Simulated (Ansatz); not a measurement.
A geometry relaxed with B3LYP-D3(BJ)/def2-TZVP run with Ansatz (a program for electronic structure), charge 0, multiplicity 1:

```xyz
7

C     -0.5157    -0.0650    -0.0110
H      1.8333     0.0759     1.3519
O     -1.3042     0.0595    -1.1215
Si     1.2132     0.0283     0.0201
H      1.9964     0.4994    -1.1326
H     -2.1884    -0.2743    -0.9381
H     -1.0346    -0.3240     0.9093
```

Task: Write the SMILES of this molecule.

Result: `OC=[SiH2]`
